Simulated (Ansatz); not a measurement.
Reaction (formal exchange of groups at the Si–N bond): `C=CN(C)[SiH3]` + `CSCN` → `NCS[SiH3]` + `C=CN(C)C`

Isolated molecules relaxed with PBE0-D4/def2-TZVP in Ansatz; ΔE leaves out vibrations. CCSD(T)/CBS adds triple-zeta CCSD(T) − MP2 to the extrapolated MP2 energy (def2 sets, frozen cores). Each species was taken in one conformer, which may not be the lowest.

`C=CN(C)[SiH3]`:

Cartesian coordinates in Å:
```
C 0.565 1.990 -0.707
C 0.526 0.662 -0.847
N 0.029 -0.252 0.059
C -0.504 0.266 1.297
Si -0.162 -1.930 -0.325
H 1.003 2.593 -1.489
H 0.176 2.504 0.163
H 0.927 0.209 -1.750
H 0.255 0.848 1.831
H -1.370 0.915 1.124
H -0.817 -0.557 1.944
H -1.572 -2.291 -0.646
H 0.250 -2.742 0.849
H 0.695 -2.215 -1.502
```

`CSCN`:

```xyz
11

C     0.483    0.277   -1.559
S    -1.120    0.403   -0.758
C    -0.769   -0.509    0.785
N     0.160    0.065    1.713
H     1.263    0.781   -0.984
H     0.760   -0.766   -1.726
H     0.400    0.775   -2.526
H    -0.432   -1.513    0.516
H    -1.748   -0.609    1.258
H     1.100    0.079    1.339
H    -0.096    1.017    1.942
```

`NCS[SiH3]`:

```xyz
11

N    -1.693    1.284    0.691
C    -0.362    0.831    0.389
S    -0.246   -0.938    0.855
Si    1.269   -1.549   -0.503
H    -1.751    2.294    0.655
H    -2.370    0.895    0.048
H     0.349    1.392    0.996
H    -0.063    0.924   -0.665
H     0.871   -1.249   -1.906
H     1.427   -3.012   -0.314
H     2.568   -0.871   -0.245
```

`C=CN(C)C`:

Cartesian coordinates in Å:
```
C -0.863 -0.307 1.864
C -0.996 -0.146 0.543
N -0.009 -0.200 -0.410
C 1.349 -0.328 0.038
C -0.204 0.562 -1.616
H -1.745 -0.310 2.489
H 0.093 -0.456 2.348
H -1.984 0.023 0.122
H 1.442 -1.190 0.702
H 2.001 -0.486 -0.823
H 1.701 0.562 0.583
H -1.250 0.503 -1.921
H 0.408 0.149 -2.421
H 0.057 1.625 -1.498
```

```
        species  HF/CBS(def2) energy (Eh)
`C=CN(C)[SiH3]`                -462.31214
         `CSCN`                -531.86791
    `NCS[SiH3]`                -782.95451
     `C=CN(C)C`                -211.21609
```

(1) Work out ΔE.

Largest T1 diagnostic among the species: 0.012.

Results:

(1) ΔE = (-782.95451) + (-211.21609) − (-462.31214) − (-531.86791) = 0.00945 Eh = +24.8 kJ/mol. CCSD(T)/CBS gives +24.7 kJ/mol.

At CCSD(T), def2-SVP lies −10.2 kJ/mol from the extrapolated value and def2-TZVPP −0.0 kJ/mol. Leaving LDA and LC-ωPBE aside and taking each functional with its dispersion term where it has one, the values, not all of them listed here, spread over 7.5 kJ/mol, from PBE-D4 to CAM-B3LYP-D4.
